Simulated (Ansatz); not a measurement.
Ge3O4⁺, relaxed as a doublet with UKS r2SCAN-D4/def2-SVP in Ansatz, starting from the GFN1-xTB geometry. Force threshold 0.02 eV/Å.

The relaxation made no stability test and no search for a lower SCF solution. Another isomer (doublet) lies 0.37 eV lower at PBE0-D4/def2-TZVP; other spin states weren't run for this one.

Start:

Cartesian coordinates in Å:
```
Ge 0.326 0.878 -1.014
Ge 0.459 -2.133 0.250
Ge -1.132 0.309 1.852
O -0.589 1.223 0.450
O 0.698 1.894 -2.188
O 0.736 -0.829 -0.900
O -0.498 -1.343 1.549
```

**Question.** Estimate the energy that the relaxation releases and the steps that it takes.

**Answer.** 0.12 eV, in 7 steps; 45 s on 4 threads of Arm Neoverse V1 on a shared host. No frequencies were taken in this run, so the end may be a saddle point.

**Question.** Does the start keep its bonding and symmetry?

**Answer.** By distances, no bond broke or formed. The bond that changes most is Ge1–O5, from 1.60 to 1.68 Å (atoms count from 1). Point group C2v at the start, C2v at the end, both within 0.05 Å.

**Question.** Predict the relaxed structure.

**Answer.** 
```xyz
7

Ge    0.305    0.823   -0.951
Ge    0.466   -2.188    0.261
Ge   -1.160    0.313    1.906
O    -0.608    1.288    0.440
O     0.700    1.894   -2.188
O     0.775   -0.839   -0.959
O    -0.478   -1.291    1.491
```
Bond lengths: 7 × Ge–O 1.68 to 1.84 Å.
